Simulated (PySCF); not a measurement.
# 3,3-dimethylbutylamine (CC(C)(C)CCN, C6H15N)

Geometry:
```tsv
atom	x (Å)	y (Å)	z (Å)
C1	-1.629	-1.640	0.280
C2	-1.124	-0.250	-0.116
C3	-1.477	0.742	0.995
C4	-1.809	0.174	-1.419
C5	0.402	-0.333	-0.306
C6	1.135	0.946	-0.708
N7	2.569	0.808	-0.872
H8	-1.397	-2.384	-0.499
H9	-2.721	-1.637	0.428
H10	-1.163	-1.980	1.219
H11	-0.970	0.480	1.938
H12	-2.562	0.739	1.188
H13	-1.193	1.772	0.734
H14	-1.544	-0.505	-2.246
H15	-1.529	1.195	-1.717
H16	-2.904	0.153	-1.307
H17	0.617	-1.107	-1.067
H18	0.850	-0.706	0.634
H19	0.721	1.335	-1.654
H20	0.953	1.735	0.040
H21	2.986	0.467	-0.007
H22	2.772	0.097	-1.573
```

Level of theory: quadratic response CAM-B3LYP/aug-cc-pVDZ first hyperpolarisability, Taylor convention, gas phase (PySCF). Geometry: PBE0-D3(BJ)/def2-SVP.

Q: Give the tensor of the second harmonic β(−2ω;ω,ω) at 1064 nm in the axes of these coordinates.

A: In au, Taylor convention; rows are the first index (the induced dipole):
```tsv
	xx	yy	zz	xy	xz	yz
x	+69.3	-29.0	-13.3	+0.9	-12.8	+9.7
y	+0.2	+49.5	+36.1	-31.3	+10.5	+12.5
z	-12.6	+12.0	-23.3	+10.3	-13.2	+35.7
```
Norm of βᵢ = ⅓ Σⱼ (βᵢⱼⱼ + βⱼᵢⱼ + βⱼⱼᵢ): 92.8 au, hyper-Rayleigh value 47.2 au.
